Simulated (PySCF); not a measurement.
A structure optimised at r2SCAN-D4/def2-TZVPD, used in a PySCF frequency run:

```xyz
5

N      0.0000     0.0000     0.0000
H      0.5912    -0.5912     0.5912
H     -0.5912    -0.5912    -0.5912
H     -0.5912     0.5912     0.5912
H      0.5912     0.5912    -0.5912
```
Charge +1, spin multiplicity 1.

Question: Write its SMILES, formula and point group.

Answer: [NH4+], H4N, Td

Question: What are its rotational constants (standard atomic weights)?

Answer: 179.33, 179.33, 179.33 GHz
